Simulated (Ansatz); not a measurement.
Two structures of Si5NH15O, singlet, reached by relaxing down either side of one saddle point (PBE0-D4/def2-TZVP). Energies are electronic, without zero-point energy. Computed with Ansatz 0.2.0 (basis: def2-TZVPP and def2-QZVPP); correlated methods freeze the cores. Extrapolation: Hartree–Fock as exp(−7.88 √X), correlation as X^−2.97. First:

```json
{"atom": "Si1", "x (Å)": "-0.0021", "y (Å)": "-2.1021", "z (Å)": "2.8622"}
{"atom": "N2", "x (Å)": "0.7434", "y (Å)": "-2.1893", "z (Å)": "1.2839"}
{"atom": "H3", "x (Å)": "-0.4816", "y (Å)": "-1.4212", "z (Å)": "0.1181"}
{"atom": "O4", "x (Å)": "-1.0803", "y (Å)": "-0.8874", "z (Å)": "-0.4490"}
{"atom": "Si5", "x (Å)": "-0.4462", "y (Å)": "0.5521", "z (Å)": "-0.9453"}
{"atom": "Si6", "x (Å)": "1.3174", "y (Å)": "0.2585", "z (Å)": "-2.4719"}
{"atom": "Si7", "x (Å)": "-2.1312", "y (Å)": "1.8235", "z (Å)": "-1.9512"}
{"atom": "Si8", "x (Å)": "0.4702", "y (Å)": "1.7900", "z (Å)": "0.8322"}
{"atom": "H9", "x (Å)": "-0.3734", "y (Å)": "-0.6866", "z (Å)": "3.0964"}
{"atom": "H10", "x (Å)": "-1.2046", "y (Å)": "-2.9676", "z (Å)": "2.8157"}
{"atom": "H11", "x (Å)": "0.8778", "y (Å)": "-2.5572", "z (Å)": "3.9742"}
{"atom": "H12", "x (Å)": "0.9260", "y (Å)": "-3.1194", "z (Å)": "0.9305"}
{"atom": "H13", "x (Å)": "1.5767", "y (Å)": "-1.6283", "z (Å)": "1.1577"}
{"atom": "H14", "x (Å)": "1.9095", "y (Å)": "1.5747", "z (Å)": "-2.8406"}
{"atom": "H15", "x (Å)": "0.8775", "y (Å)": "-0.4294", "z (Å)": "-3.7170"}
{"atom": "H16", "x (Å)": "2.3952", "y (Å)": "-0.5689", "z (Å)": "-1.8527"}
{"atom": "H17", "x (Å)": "-1.5320", "y (Å)": "3.1079", "z (Å)": "-2.4096"}
{"atom": "H18", "x (Å)": "-3.2276", "y (Å)": "2.1276", "z (Å)": "-0.9921"}
{"atom": "H19", "x (Å)": "-2.7069", "y (Å)": "1.1228", "z (Å)": "-3.1310"}
{"atom": "H20", "x (Å)": "1.5734", "y (Å)": "1.0246", "z (Å)": "1.4883"}
{"atom": "H21", "x (Å)": "1.0529", "y (Å)": "3.0607", "z (Å)": "0.3185"}
{"atom": "H22", "x (Å)": "-0.5335", "y (Å)": "2.1150", "z (Å)": "1.8827"}
```

Second:

Si1  (0.199, -1.040, 2.057)
N2  (-0.258, -3.439, 0.699)
H3  (-1.146, -3.320, 0.226)
O4  (-0.019, -0.617, 0.477)
Si5  (0.009, 0.766, -0.421)
Si6  (1.694, 0.598, -2.043)
Si7  (-2.052, 1.018, -1.509)
Si8  (0.408, 2.702, 0.847)
H9  (0.442, 0.263, 2.759)
H10  (-1.015, -1.623, 2.671)
H11  (1.412, -1.860, 2.276)
H12  (-0.284, -4.326, 1.187)
H13  (0.456, -3.500, -0.016)
H14  (1.681, 1.815, -2.900)
H15  (1.479, -0.593, -2.912)
H16  (3.037, 0.475, -1.411)
H17  (-2.007, 2.224, -2.381)
H18  (-3.161, 1.180, -0.529)
H19  (-2.352, -0.168, -2.360)
H20  (1.736, 2.671, 1.516)
H21  (0.388, 3.849, -0.105)
H22  (-0.646, 2.926, 1.873)
(Å)

Task: Which bonds change from the first to the second?

Result: Si₄H₁₀O ([OH][Si]([SiH3])([SiH3])[SiH3]) + SiNH₅ ([NH2][SiH3]) → Si₅H₁₂O ([SiH3][O][Si]([SiH3])([SiH3])[SiH3]) + NH₃; bonds formed: Si1–O4, N2–H3; bonds broken: Si1–N2, H3–O4.

Task: Give the saddle point's structure and its height above each. (To be estimated.)

Result: By the calculation: 89.0 kJ/mol above the first and 129.6 kJ/mol above the second (CCSD(T) at an estimated basis limit (MP2 extrapolated from triple and quadruple zeta, plus CCSD(T) − MP2 in triple zeta)).
| atom | x (Å) | y (Å) | z (Å) |
| --- | --- | --- | --- |
| Si1 | -0.4636 | -1.6842 | 2.2163 |
| N2 | 0.5164 | -2.8467 | 1.1575 |
| H3 | 0.4954 | -2.0403 | 0.3354 |
| O4 | -0.0310 | -0.8240 | 0.1564 |
| Si5 | -0.0075 | 0.5958 | -0.6252 |
| Si6 | 1.3941 | 0.5465 | -2.5096 |
| Si7 | -2.1441 | 1.2248 | -1.3752 |
| Si8 | 0.7697 | 2.3611 | 0.7219 |
| H9 | 0.3286 | -0.5199 | 2.6568 |
| H10 | -1.8588 | -1.5433 | 1.7613 |
| H11 | -0.5696 | -2.5320 | 3.4542 |
| H12 | 0.0353 | -3.7067 | 0.9217 |
| H13 | 1.4347 | -3.0724 | 1.5212 |
| H14 | 1.3772 | 1.8610 | -3.2113 |
| H15 | 0.9662 | -0.5004 | -3.4822 |
| H16 | 2.8059 | 0.2477 | -2.1296 |
| H17 | -2.0842 | 2.5375 | -2.0796 |
| H18 | -3.1000 | 1.3590 | -0.2384 |
| H19 | -2.7099 | 0.2208 | -2.3216 |
| H20 | 2.1527 | 2.1071 | 1.2207 |
| H21 | 0.7924 | 3.6276 | -0.0641 |
| H22 | -0.0997 | 2.5810 | 1.9136 |

No T1 diagnostic of these runs exceeds 0.014.

The step is the kind of ligand exchange by which a precursor binds to a hydroxyl group, or is hydrolysed, in atomic layer deposition of oxides. Here a small cluster stands in for the surface site.

Labels in which every atom is bracketed show which atoms are joined, not bond orders.

For scale, one of the runs: CCSD(T)/def2-TZVPP, 482 basis functions, launched by `ansatz run in.yaml --threads 4 --pin off --events-out ev --progress --plain --max-ram 66560MiB --backend cuda --devices 0, --max-vram 37GiB`. Time: 27 s of wall clock on 4 CPU threads of an AMD EPYC 7R13 and a share of one NVIDIA H100; the host was shared. Peak host memory: 1.3 GiB.
